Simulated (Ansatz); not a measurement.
Gas-phase electronic energies from Ansatz, PBE0-D4/def2-TZVP geometries. CBS: MP2 limit from def2 TZ/QZ plus the TZ coupled-cluster correction, frozen cores. This one scheme is used for every species. DFT in def2-TZVPP. Elements past krypton have def2 core potentials. For Se, Sn outer-core shells are correlated without core-valence functions, which leaves a few kJ/mol of doubt a bond. Scalar relativity is left out up to krypton. Each species was taken in one conformer, which may not be the lowest.

Consider the ligand exchange at the Sn–Se bond: `[F][Sn]([F])([F])[SeH]` + H–F → `[F][Sn]([F])([F])[F]` + H₂Se.

```
           level  ΔE (kcal/mol)
    CAM-B3LYP-D4           11.3
         ωB97M-V           12.1
        PBE-QIDH           13.9
          revPBE           12.0
    MP2/def2-SVP            9.8
CCSD(T)/def2-SVP           10.1
   HF/def2-TZVPP            9.5
  CCSD/CBS(def2)           13.6
```

What does CCSD(T)/CBS give? (Estimate.)

Ansatz gave: +13.8 kcal/mol. The listed levels differ from it by -2.5, -1.7, 0.1, -1.8, -4.0, -3.7, -4.3, -0.2 kcal/mol.

Largest T1 diagnostic among the species: 0.015.

The D4 term adds +1.7 kcal/mol with B3LYP and +0.9 kcal/mol with PBE0; it sums over pairs of atoms, weighted by their polarisabilities, and B3LYP, whose exchange is more repulsive, gets the larger term. Leaving LDA and LC-ωPBE aside and taking each functional with its dispersion term where it has one, the values, not all of them listed here, spread over 6.0 kcal/mol, from B97M-V to HSE06-D4. LDA lies +2.2 kcal/mol from PBE without D4.

B3LYP here is the variant with VWN-RPA as its local correlation; programs differ in this.
